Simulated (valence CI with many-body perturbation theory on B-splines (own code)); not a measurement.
Results of a calculation; reference values are marked as such.
# Sensitivity of CI+MBPT for Pd XXXIV

Level of theory: configuration interaction combined with many-body perturbation theory (CI+MBPT): three valence electrons over a frozen Dirac-Fock core [Ne], radial functions for each j: 6 s, 6 p, 5 d, 3 f, 1 g, with the one-electron correlation potential Σ1, the two-electron term Σ2, the three-electron term Σ3, Breit, model QED; selected CI, second order for the rest, scaled by the run's own slope (own B-spline code, finite nucleus).

The last digits are not significant, and no measured levels were compared; by estimate large intervals hold to a few tenths of a per cent, small ones and those within an open d or f shell to about a per cent.

The reference run has the lowest level (3s^2 3p1/2) J=1/2 and an ionisation energy of 2035.19 eV. Its largest variational space holds 2878 state functions.

Levels are named by their leading jj configuration (3d3/2^4 stands for four electrons in 3d with j = 3/2), which in mixed levels can hold well under half, so a name can repeat and another be missing. Letters in brackets count levels of one name in rising energy.

Changed runs:
A. Breit term on → off; QED terms on → off
B. three-electron term on → off
C. highest l with Σ1, explicit Σ2 and valence Breit (higher l get mean screening factors) 3 → 1
D. factor on the speed of light 1 → 0.9 (bad on purpose)

Excitation energies of the reference run in cm⁻¹, and shifts in cm⁻¹:

| Level | Reference | A | B | C | D |
| --- | --- | --- | --- | --- | --- |
| (3s^2 3p3/2) J=3/2 | 313840 | +4619 | -7.1 | +11 | +80396 |
| (3s 3p1/2^2) J=1/2 | 629692 | +1218 | -124 | -38 | +20662 |
| (3s 3p1/2 3p3/2) J=3/2 [a] | 846300 | +5234 | -186 | -125 | +92516 |
| (3s 3p1/2 3p3/2) J=5/2 | 913938 | +6620 | -155 | -97 | +95368 |
| (3s 3p1/2 3p3/2) J=3/2 [b] | 1016980 | +6192 | -121 | -676 | +94883 |
| (3s 3p1/2 3p3/2) J=1/2 | 1087980 | +4922 | +20 | +325 | +88531 |
| (3s 3p3/2^2) J=5/2 | 1191790 | +10362 | -170 | -1473 | +154893 |
| (3s^2 3d3/2) J=3/2 | 1321250 | +7879 | +199 | -8091 | +92340 |
| (3s 3p3/2^2) J=1/2 | 1404280 | +9277 | +60 | +320 | +169096 |
| (3s^2 3d5/2) J=5/2 | 1420420 | +10568 | +321 | -9692 | +114313 |
| (3s 3p3/2^2) J=3/2 | 1446490 | +9854 | +112 | -1380 | +163798 |
| (3p1/2^2 3p3/2) J=3/2 | 1682720 | +6943 | -269 | -1027 | +105223 |
| Ionisation energy (eV) | 2035.19 | +1.65 | +0.06 | -0.046 | +12.13 |
